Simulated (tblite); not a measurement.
Compound: C5H10GaNSSi.
Bonds: Si1–S2, S2–Ga3, Ga3–N4, N4–C5 (aromatic), C5–C6 (aromatic), C6–C7 (aromatic), C7–C8 (aromatic), C8–C9 (aromatic), N4–C9 (aromatic). Hydrogens: H10, H11, H12 on Si1; H13, H14 on Ga3; H15 on C5; H16 on C6; H17 on C7; H18 on C8; H19 on C9.
Bond orders are those of one Lewis drawing.

Computed with GFN2-xTB (tblite), gas phase: L-BFGS steps from a force-field or distance-geometry start until the largest atomic force falls under 0.01 eV/Å.

Step 42: E = -679.3888 eV
```
atom  x, y, z in Å  |  force x, y, z in eV/Å
Si1     4.2016    0.7124   -0.2141    0.001   0.025   0.003
S2      2.1986    1.4526   -0.0254    0.014  -0.010   0.021
Ga3     1.3488   -0.5971   -0.1644    0.008   0.003  -0.041
N4     -0.6815   -0.2047   -0.0202   -0.017   0.005  -0.001
C5     -1.1801    0.9104    0.5018   -0.006  -0.001   0.007
C6     -2.5422    1.0962    0.6717    0.001  -0.028  -0.020
C7     -3.4046    0.0844    0.2756   -0.004  -0.007   0.009
C8     -2.8748   -1.0775   -0.2702   -0.003   0.021  -0.001
C9     -1.5023   -1.1790   -0.3977   -0.011  -0.004   0.014
H10     4.4723   -0.3033    0.8082    0.001  -0.009  -0.001
H11     4.9857    1.9206   -0.0043    0.000   0.006   0.001
H12     4.4043    0.1514   -1.5520   -0.008  -0.013  -0.003
H13     1.4005   -1.3359   -1.5361   -0.007   0.021   0.013
H14     1.5327   -1.5489    1.0510   -0.006  -0.001   0.009
H15    -0.4491    1.6632    0.7777   -0.007  -0.002  -0.001
H16    -2.9175    2.0117    1.1047    0.030  -0.043  -0.034
H17    -4.4727    0.1960    0.3908    0.013   0.002   0.000
H18    -3.5130   -1.8870   -0.5908    0.014   0.031   0.015
H19    -1.0164   -2.0564   -0.8138   -0.011   0.004   0.010
```

Step 43: E = -679.3891 eV
```
atom  x, y, z in Å  |  force x, y, z in eV/Å
Si1     4.1978    0.7129   -0.2131    0.023   0.036   0.001
S2      2.1965    1.4531   -0.0172    0.007  -0.003   0.021
Ga3     1.3507   -0.5976   -0.1640    0.005   0.004  -0.035
N4     -0.6801   -0.2069   -0.0211   -0.031   0.012   0.002
C5     -1.1784    0.9091    0.4995   -0.011   0.011   0.009
C6     -2.5404    1.0962    0.6696   -0.002  -0.020  -0.016
C7     -3.4042    0.0852    0.2751    0.000  -0.003   0.018
C8     -2.8749   -1.0777   -0.2686   -0.009   0.023  -0.004
C9     -1.5025   -1.1806   -0.3969   -0.016  -0.006   0.015
H10     4.4721   -0.3031    0.8075    0.002  -0.013   0.006
H11     4.9837    1.9212   -0.0053   -0.009  -0.006  -0.002
H12     4.3975    0.1501   -1.5507   -0.009  -0.010  -0.005
H13     1.4083   -1.3285   -1.5387   -0.011   0.014   0.010
H14     1.5347   -1.5536    1.0484   -0.008   0.001   0.005
H15    -0.4483    1.6635    0.7740   -0.002  -0.010  -0.001
H16    -2.9157    2.0121    1.1018    0.038  -0.040  -0.034
H17    -4.4722    0.1986    0.3914    0.019  -0.003  -0.004
H18    -3.5156   -1.8858   -0.5870    0.020   0.016   0.008
H19    -1.0186   -2.0591   -0.8122   -0.006  -0.002   0.007
```

**Question.** Estimate the geometry and energy of step 44. (The exact step hangs on the optimiser's Hessian estimate; all steps are aligned on step 43, rigid shifts and turns removed.)

**Answer.** E = -679.3894 eV, largest force 0.048 eV/Å
```
atom  x, y, z in Å  |  force x, y, z in eV/Å
Si1     4.1943    0.7137   -0.2121    0.037   0.030   0.000
S2      2.1945    1.4534   -0.0088    0.002   0.004   0.022
Ga3     1.3526   -0.5978   -0.1640    0.000   0.004  -0.018
N4     -0.6793   -0.2089   -0.0220   -0.028   0.013   0.004
C5     -1.1768    0.9080    0.4974   -0.011   0.014   0.005
C6     -2.5385    1.0958    0.6672   -0.001  -0.008  -0.008
C7     -3.4038    0.0859    0.2750    0.002   0.001   0.020
C8     -2.8752   -1.0775   -0.2672   -0.014   0.014  -0.005
C9     -1.5031   -1.1821   -0.3958   -0.013  -0.007   0.012
H10     4.4722   -0.3032    0.8068    0.002  -0.011   0.009
H11     4.9810    1.9219   -0.0063   -0.010  -0.008  -0.004
H12     4.3909    0.1485   -1.5495   -0.010  -0.005  -0.004
H13     1.4154   -1.3206   -1.5411   -0.014   0.005  -0.001
H14     1.5364   -1.5580    1.0460   -0.010   0.005  -0.003
H15    -0.4475    1.6635    0.7702    0.004  -0.013   0.000
H16    -2.9131    2.0117    1.0984    0.034  -0.018  -0.025
H17    -4.4714    0.2011    0.3919    0.015  -0.007  -0.006
H18    -3.5178   -1.8843   -0.5831    0.017  -0.005  -0.003
H19    -1.0207   -2.0617   -0.8104   -0.002  -0.007   0.006
```

The energy changes by -0.0003 eV. The first-order estimate −F·Δx gives -0.0004 eV and the mean of the old and new forces, exact on a quadratic surface, -0.0003 eV. The step makes an angle of 79° with the force vector and moves no atom by more than 0.011 Å.

What follows is the cost of the whole relaxation. Time: 1.2 s of wall time. Hardware: an Arm Neoverse V1 with one thread, shared host with 64 logical CPUs at a one-minute load of 28.
